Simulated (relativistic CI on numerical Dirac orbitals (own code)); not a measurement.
## Ti+ in a cubic cluster: 2p photoemission with charge transfer

Computed with a charge-transfer multiplet model of a cubic metal-ligand cluster with up to one ligand hole, Slater and spin-orbit integrals from Dirac-Coulomb-Breit ions, Slater integrals scaled by 0.8. The ground state mixes d3 with configurations of k ligand holes L, whose averages lie at kΔ + k(k − 1)U_dd/2; a core hole lowers each added d electron by U_cd. 300 K, Lorentzian 0.6 eV and Gaussian 0.8 eV FWHM.

Atomic integrals in eV (Slater integrals scaled, ζ unscaled), ground: F2dd 5.409, F4dd 3.320, zeta_d 0.009; with the core hole: F2dd 7.324, F4dd 4.560, zeta_d 0.022, zeta_core 3.746, F2cd 3.920, G1cd 2.783, G3cd 1.577.

Cluster parameters (eV): Δ = 9.6, U_dd = 4.6, U_cd = 5.3, 10Dq = 0.65, 10Dq(ligand) = 1.2, final-state hopping factor = 1.

```
                              Case   n_d    d3   d4L     S
V(eg) = 1.45 eV, V(t2g) = -0.74 eV  3.09  0.91  0.09  1.50
V(eg) = 1.75 eV, V(t2g) = -0.89 eV  3.11  0.89  0.11  1.50
V(eg) = 2.05 eV, V(t2g) = -1.05 eV  3.14  0.86  0.14  1.50
```

Weights, n_d and S are thermal averages at 300 K. Binding energies count from the first peak over 30 % of the highest in each spectrum, which can be another peak from case to case. The parameters are a model scan and need not match a compound or its usual spin state. Peaks in eV (height, largest 100):
- V(eg) = 1.45 eV, V(t2g) = -0.74 eV: 0.0 (100), 6.2 (56)
- V(eg) = 1.75 eV, V(t2g) = -0.89 eV: 0.0 (100), 6.2 (56)
- V(eg) = 2.05 eV, V(t2g) = -1.05 eV: 0.0 (100), 6.3 (56)

Curve for V(eg) = 1.75 eV, V(t2g) = -0.89 eV (points under 2 left out, the grid thinned):

| E (eV) | Intensity |
| --- | --- |
| -3.3 | 2.1 |
| -3.0 | 2.5 |
| -2.6 | 3.4 |
| -2.3 | 4.4 |
| -2.0 | 5.9 |
| -1.7 | 8.7 |
| -1.3 | 17.3 |
| -1.0 | 32.8 |
| -0.7 | 59.1 |
| -0.3 | 92.7 |
| 0.0 | 100.0 |
| 0.3 | 95.3 |
| 0.7 | 76.2 |
| 1.0 | 54.7 |
| 1.3 | 35.3 |
| 1.6 | 23.5 |
| 2.0 | 17.0 |
| 2.3 | 15.2 |
| 2.6 | 14.5 |
| 3.0 | 14.1 |
| 3.3 | 13.3 |
| 3.6 | 11.7 |
| 3.9 | 10.5 |
| 4.3 | 10.5 |
| 4.6 | 11.6 |
| 4.9 | 13.9 |
| 5.3 | 21.6 |
| 5.6 | 33.6 |
| 5.9 | 48.0 |
| 6.3 | 56.1 |
| 6.6 | 47.5 |
| 6.9 | 32.9 |
| 7.2 | 21.7 |
| 7.6 | 15.3 |
| 7.9 | 13.9 |
| 8.2 | 12.7 |
| 8.6 | 10.8 |
| 8.9 | 9.5 |
| 9.2 | 8.4 |
| 9.6 | 6.8 |
| 9.9 | 5.3 |
| 10.2 | 4.0 |
| 10.5 | 3.0 |
| 10.9 | 2.3 |
| 11.2 | 2.0 |

For the case V(eg) = 1.45 eV, V(t2g) = -0.74 eV, Δ = 9.6 eV is larger than U_dd = 4.6 eV, the Mott-Hubbard side of the Zaanen-Sawatzky-Allen scheme. With the core hole the average of the configuration with one ligand hole lies at Δ − U_cd = 4.3 eV before mixing: it stays above the unscreened one, so the lowest final states keep mostly the nominal d count.

With at most 1 ligand hole the space is cut while the next configuration still counts, so covalency is underestimated, and a final configuration with one more ligand hole, which can lie low, is missing from the spectra.
